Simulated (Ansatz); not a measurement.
Ansatz (a program for electronic structure) input (CAM-B3LYP/def2-TZVPD):

Ansatz 0.2 input:
```yaml
crystal:
  periodic: [false, false, false]
  atoms:
    - {symbol: C, position_ang: [2.70238086, -0.70723685, 0.97202246]}
    - {symbol: O, position_ang: [1.58317738, 0.04632677, 1.42485517]}
    - {symbol: Si, position_ang: [0.04768891, -0.13054309, 0.94940747]}
    - {symbol: I, position_ang: [-0.07556476, 0.20685014, -1.50436968]}
    - {symbol: O, position_ang: [-0.47351188, -1.62092955, 1.29891606]}
    - {symbol: C, position_ang: [-1.75380372, -2.16351264, 0.99562015]}
    - {symbol: O, position_ang: [-0.88866565, 0.96964019, 1.67597145]}
    - {symbol: C, position_ang: [-0.77080335, 2.38411346, 1.57154036]}
    - {symbol: H, position_ang: [3.58463840, -0.32571287, 1.48323191]}
    - {symbol: H, position_ang: [2.57694270, -1.76537808, 1.20934296]}
    - {symbol: H, position_ang: [2.83399787, -0.59277255, -0.10635835]}
    - {symbol: H, position_ang: [-1.92880554, -2.16034982, -0.08266304]}
    - {symbol: H, position_ang: [-1.77066699, -3.18985160, 1.35841209]}
    - {symbol: H, position_ang: [-2.54206323, -1.59276675, 1.49020552]}
    - {symbol: H, position_ang: [0.19844104, 2.71945581, 1.94547812]}
    - {symbol: H, position_ang: [-0.88785769, 2.70567070, 0.53412554]}
    - {symbol: H, position_ang: [-1.56198075, 2.82576797, 2.17507466]}
basis:
  gaussian:
    orbitals: def2-TZVPD
hamiltonian:
  xc: {name: CAM-B3LYP}
output: {forces: true}
```

End of the output:

```
Atom 3 at    -0.075565     0.206850    -1.504370 Å, force     0.007116    -0.019487     0.141600 eV/Å
Atom 4 at    -0.473512    -1.620930     1.298916 Å, force    -0.111523     0.160002    -0.116442 eV/Å
Atom 5 at    -1.753804    -2.163513     0.995620 Å, force     0.124822     0.036693     0.040865 eV/Å
Atom 6 at    -0.888666     0.969640     1.675971 Å, force     0.168463     0.039689    -0.147057 eV/Å
Atom 7 at    -0.770803     2.384113     1.571540 Å, force    -0.023076    -0.132089     0.025097 eV/Å
Atom 8 at     3.584638    -0.325713     1.483232 Å, force    -0.027370    -0.015066    -0.017500 eV/Å
Atom 9 at     2.576943    -1.765378     1.209343 Å, force     0.003201     0.037493     0.002396 eV/Å
Atom 10 at     2.833998    -0.592773    -0.106358 Å, force     0.001675     0.002133     0.041355 eV/Å
Atom 11 at    -1.928806    -2.160350    -0.082663 Å, force     0.008854    -0.009101     0.039472 eV/Å
Atom 12 at    -1.770667    -3.189852     1.358412 Å, force    -0.002526     0.033633    -0.012047 eV/Å
Atom 13 at    -2.542063    -1.592767     1.490206 Å, force     0.030597    -0.020882    -0.006994 eV/Å
Atom 14 at     0.198441     2.719456     1.945478 Å, force    -0.034194    -0.015542    -0.003025 eV/Å
Atom 15 at    -0.887858     2.705671     0.534126 Å, force    -0.004502    -0.009642     0.040094 eV/Å
Atom 16 at    -1.561981     2.825768     2.175075 Å, force     0.027419    -0.011774    -0.019798 eV/Å
Dipole moment:     0.005065    -0.013865     0.100851 e Å
```
